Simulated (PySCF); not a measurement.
C₇H₁₁FO.
SMILES with atom numbers: `[CH3:1][O:2][C@@H:3]1[CH:4]=[CH:5][CH2:6][CH2:7][C@H:8]1[F:9]`

NICS is the negative of the GIAO shielding at a point without a nucleus: at the ring centre (0) and 1 Å above and below it (1); zz is the component along the ring normal. Level: GIAO PBE0/pcSseg-1 (PySCF, non-relativistic, gas phase) on the GFN2-xTB geometry, one conformer.

Ring bond lengths (Å), with Mayer bond orders in brackets: C3–C4 1.504 (1.00), C4–C5 1.321 (1.93), C5–C6 1.496 (1.03), C6–C7 1.524 (1.04), C7–C8 1.522 (1.02), C8–C3 1.536 (0.98).

Give the NICS values of each ring in ppm.

```json
{"ring": "C3–C4–C5–C6–C7–C8", "type": "6-membered carbocycle; formal bonds 1 double, 5 single", "NICS(0)": "-2.3", "NICS(1), two faces": "-3.0 / -2.8", "NICS(1)zz, two faces": "1.8 / 1.8", "rms pucker (Å)": "0.20", "centre to ring atoms, mean (Å)": "1.45"}
```

What can be read from them?

- C3–C4–C5–C6–C7–C8: mean NICS(1)zz 1.8 ppm, near zero. C3, C6, C7, C8 have four or more neighbours; no verdict on aromaticity is drawn.

What field does 1 T along the ring normal induce along that normal at the second NICS(1) probe listed for ring C3–C4–C5–C6–C7–C8, 1 Å off the ring?

NICSzz × B0 = 1.8 ppm × 1 T = 2 μT, along the applied field.

Give the inner angles of the rings and the Hirshfeld charges of the ring atoms.

- C3–C4–C5–C6–C7–C8: C3 110.6° (+0.032 e), C4 124.7° (-0.057 e), C5 123.4° (-0.043 e), C6 110.6° (-0.066 e), C7 110.2° (-0.077 e), C8 111.3° (+0.058 e); sum 690.9° against 720° for a flat convex ring.

How shielded are the nuclei of the rings and their hydrogens (means over atoms taken as equivalent)?

```json
{"atoms": "C3", "environment": "sp3 carbon bound to oxygen", "σ isotropic (ppm)": "102.0", "principal values of the symmetric part, first atom (ppm)": "83.3, 90.5, 132.3"}
{"atoms": "C4", "environment": "alkene CH carbon", "σ isotropic (ppm)": "50.0", "principal values of the symmetric part, first atom (ppm)": "-59.7, 66.7, 143.0"}
{"atoms": "C5", "environment": "alkene CH carbon", "σ isotropic (ppm)": "51.3", "principal values of the symmetric part, first atom (ppm)": "-58.1, 52.4, 159.5"}
{"atoms": "C6", "environment": "allylic carbon", "σ isotropic (ppm)": "158.4", "principal values of the symmetric part, first atom (ppm)": "150.7, 155.9, 168.5"}
{"atoms": "C7", "environment": "ring CH2 carbon", "σ isotropic (ppm)": "154.9", "principal values of the symmetric part, first atom (ppm)": "138.7, 158.7, 167.1"}
{"atoms": "C8", "environment": "sp3 C–F carbon", "σ isotropic (ppm)": "86.5", "principal values of the symmetric part, first atom (ppm)": "56.6, 74.6, 128.4"}
{"atoms": "H on C3", "environment": "methine hydrogen", "σ isotropic (ppm)": "27.65", "principal values of the symmetric part, first atom (ppm)": "25.2, 28.3, 29.4"}
{"atoms": "H on C4", "environment": "vinylic hydrogen", "σ isotropic (ppm)": "25.88", "principal values of the symmetric part, first atom (ppm)": "23.6, 25.8, 28.2"}
{"atoms": "H on C5", "environment": "vinylic hydrogen", "σ isotropic (ppm)": "25.75", "principal values of the symmetric part, first atom (ppm)": "23.5, 26.4, 27.4"}
{"atoms": "H on C6", "environment": "methylene hydrogen", "σ isotropic (ppm)": "29.55", "principal values of the symmetric part, first atom (ppm)": "24.8, 27.5, 36.4"}
{"atoms": "H on C6", "environment": "methylene hydrogen", "σ isotropic (ppm)": "29.43", "principal values of the symmetric part, first atom (ppm)": "25.9, 27.1, 35.3"}
{"atoms": "H on C7", "environment": "methylene hydrogen", "σ isotropic (ppm)": "29.95", "principal values of the symmetric part, first atom (ppm)": "26.6, 28.8, 34.5"}
{"atoms": "H on C7", "environment": "methylene hydrogen", "σ isotropic (ppm)": "29.67", "principal values of the symmetric part, first atom (ppm)": "25.1, 28.3, 35.6"}
{"atoms": "H on C8", "environment": "methine hydrogen", "σ isotropic (ppm)": "26.93", "principal values of the symmetric part, first atom (ppm)": "25.2, 27.1, 28.5"}
```

The list is cut; further classes of hydrogen are left out.
